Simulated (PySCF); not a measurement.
chloro(silyloxy)silane (ClH5OSi2), SMILES [SiH3]O[SiH2]Cl.

Geometry optimised at B3LYP-D3(BJ)/def2-SVP. Other conformers were not sampled.

Method: TDDFT-PBE/def2-SVPD run with PySCF.

Vertical excitations. Gas-phase values at a fixed geometry.

```tsv
state	energy (eV)	λ (nm)	f	main pairs
S1	6.36	195	0.000	HOMO→LUMO 99 %
S2	6.75	184	0.000	HOMO→LUMO+1 98 %
S3	6.84	181	0.009	HOMO−1→LUMO 98 %
S4	6.92	179	0.000	HOMO−2→LUMO 98 %
S5	7.20	172	0.003	HOMO−3→LUMO 58 %, HOMO−1→LUMO+1 40 %
S6	7.28	170	0.066	HOMO−1→LUMO+1 57 %, HOMO−3→LUMO 39 %
S7	7.28	170	0.005	HOMO→LUMO+2 63 %, HOMO−2→LUMO+1 36 %
S8	7.37	168	0.058	HOMO−2→LUMO+1 62 %, HOMO→LUMO+2 33 %
S9	7.54	165	0.014	HOMO→LUMO+3 95 %
S10	7.63	163	0.010	HOMO−3→LUMO+1 91 %
T1	6.14	202	0	HOMO→LUMO 99 %
T2	6.51	190	0	HOMO→LUMO+1 97 %
T3	6.56	189	0	HOMO−1→LUMO 98 %
T4	6.75	184	0	HOMO−2→LUMO 96 %
```
Triplets are in the Tamm–Dancoff approximation, which puts them higher than full response would, so one can lie above its singlet here.
